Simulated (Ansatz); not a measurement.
One change: `C[O][Al]([Cl])[O]C` becomes `COB(Cl)OC`.

Ansatz, PBE0-D4/def2-TZVP geometries, multiplicity 1. Each molecule was computed in one conformer, which needn't be the lowest.

```tsv
property	`C[O][Al]([Cl])[O]C`
size of the dipole moment (B3LYP/def2-TZVPP) / D	1.80
size of the dipole moment (PBE/def2-TZVPP) / D	1.73
HOMO–LUMO gap (B3LYP/def2-TZVPP) / eV	7.19
HOMO energy (ωB97M-V/def2-TZVPP) / eV	-10.61
LUMO energy (ωB97M-V/def2-TZVPP) / eV	1.15
HOMO energy (PBE0/def2-TZVPP) / eV	-8.20
```

Question: What does the change do to each property? (Best estimate.)

Answer: Ansatz gave: 
```csv
property,`COB(Cl)OC`,shift
size of the dipole moment (B3LYP/def2-TZVPP) / D,2.32,0.52
size of the dipole moment (PBE/def2-TZVPP) / D,2.27,0.54
HOMO–LUMO gap (B3LYP/def2-TZVPP) / eV,8.91,1.72
HOMO energy (ωB97M-V/def2-TZVPP) / eV,-10.93,-0.32
LUMO energy (ωB97M-V/def2-TZVPP) / eV,2.21,1.06
HOMO energy (PBE0/def2-TZVPP) / eV,-8.57,-0.37
```

With PBE0 the HOMO falls by 0.37 eV and the LUMO rises by 1.40 eV, so the gap widens by about 1.77 eV. PBE moves the HOMO by -0.37 eV and ωB97M-V by -0.32 eV. Dipoles are sizes alone; their direction can turn.

B3LYP here is the variant with VWN-RPA as its local correlation; programs differ in this.
